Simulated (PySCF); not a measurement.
Harmonic spectrum computed at PBE0 in the def2-TZVP basis family (core potentials from Rb on, PySCF, no spin–orbit coupling):

```
symmetry  ω (cm⁻¹)  IR (km/mol)
      a'       120          7.4
     a''       137          0.3
      a'       709         89.4
      a'       889         70.2
      a'      1054         11.6
      a'      3841          145
```

Problem. Which molecule gave it? In each, all ligands are bound to the one heavy central atom.
A. SiN(OH) (singlet)
B. SnN(OH) (singlet)
C. GeN(OH) (singlet)
D. SeN(OH) (singlet)
E. TeN(OH) (singlet)

Solution. C. It has Cs symmetry with Ge–N 1.636 Å, Ge–O 1.748 Å, O–H 0.964 Å.
